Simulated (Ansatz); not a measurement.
Cost and result for the atomization energy of C2H8OSi2, SMILES `O/C([SiH3])=C/[SiH3]` (13 atoms, 12 bonds).

Cartesian coordinates in Å:
```
O 2.164 -0.126 0.955
C 0.922 -0.018 0.417
Si 0.246 1.730 0.610
C 0.276 -1.035 -0.171
Si -1.416 -1.001 -0.936
H 2.485 -1.030 0.842
H -1.107 1.777 0.004
H 0.170 2.077 2.051
H 1.145 2.689 -0.080
H 0.796 -1.997 -0.209
H -2.479 -0.653 0.045
H -1.692 -2.367 -1.455
H -1.511 -0.044 -2.071
```

Total charge 0; spin multiplicity 1. Geometry: relaxed with PBE0-D4/def2-TZVP. It is one conformer, not always the lowest. Program: Ansatz. All runs use 4 threads of an Intel Xeon 6975P-C on a shared host. Times are those of one run each, without the atoms' runs, and a repeat can differ threefold. Electronic energies, without spin–orbit coupling; frozen cores. CCSD(T)/CBS adds CCSD(T) − MP2 in def2-TZVPP to the MP2 limit, and its time is that of the two runs behind it. T1 = 0.013.

CCSD(T)/CBS is a level of theory with its own doubt, some kJ/mol a heavy atom from the limit and from the frozen cores, so smaller differences don't rank the functionals.

```
                             level  functions  wall time
            LDA (SPW92)/def2-TZVPP        289      1.2 s
                BLYP-D4/def2-TZVPP        289      1.5 s
   PBE-D4/def2-TZVPP (with forces)        289      1.8 s
                PBE0-D4/def2-TZVPP        289      2.3 s
                  CCSD(T)/def2-SVP        118      2.8 s
r2SCAN-D4/def2-TZVPP (with forces)        289      3.1 s
                 B2PLYP/def2-TZVPP        289      4.4 s
               PBE-QIDH/def2-TZVPP        289      4.5 s
                ωB97X-V/def2-TZVPP        289        5 s
  ωB97M-V/def2-TZVPP (with forces)        289      7.5 s
                    MP2/def2-QZVPP        551       19 s
                CCSD(T)/def2-TZVPP        289    2.3 min
                 CCSD(T)/CBS(def2)          –    2.6 min
```

(1) What atomization energy does each give, and how far from CCSD(T)/CBS? (Estimate.)

Results:

(1) Ansatz gave: 
| level | atomization (kJ/mol) | difference from CCSD(T)/CBS | per bond |
| --- | --- | --- | --- |
| LDA (SPW92)/def2-TZVPP | 5153.2 | 601.9 | 50.2 |
| BLYP-D4/def2-TZVPP | 4532.4 | -18.9 | -1.6 |
| PBE-D4/def2-TZVPP (with forces) | 4594.0 | 42.7 | 3.6 |
| PBE0-D4/def2-TZVPP | 4530.0 | -21.3 | -1.8 |
| CCSD(T)/def2-SVP | 4288.1 | -263.2 | -21.9 |
| r2SCAN-D4/def2-TZVPP (with forces) | 4555.5 | 4.2 | 0.4 |
| B2PLYP/def2-TZVPP | 4491.8 | -59.5 | -5.0 |
| PBE-QIDH/def2-TZVPP | 4501.9 | -49.4 | -4.1 |
| ωB97X-V/def2-TZVPP | 4568.5 | 17.2 | 1.4 |
| ωB97M-V/def2-TZVPP (with forces) | 4558.8 | 7.5 | 0.6 |
| MP2/def2-QZVPP | 4541.1 | -10.2 | -0.9 |
| CCSD(T)/def2-TZVPP | 4433.3 | -118.0 | -9.8 |
| CCSD(T)/CBS(def2) | 4551.3 | 0.0 | 0.0 |

From r2SCAN to r2SCAN0 (25 % exact exchange), in def2-TZVPP and without D4, the atomization energy moves by −63.7 kJ/mol: exact exchange takes away binding that semilocal exchange gives to molecules. At CCSD(T), def2-SVP lies −263.1 kJ/mol from the extrapolated value and def2-TZVPP −117.9 kJ/mol: correlation converges slowly with the basis, and small sets miss more of it in the bonded molecule than in its fragments. The D4 term adds +48.5 kJ/mol with B3LYP and +25.6 kJ/mol with PBE0; it sums over pairs of atoms, weighted by their polarisabilities, and B3LYP, whose exchange is more repulsive, gets the larger term.

B3LYP here is the variant with VWN-RPA as its local correlation; programs differ in this.
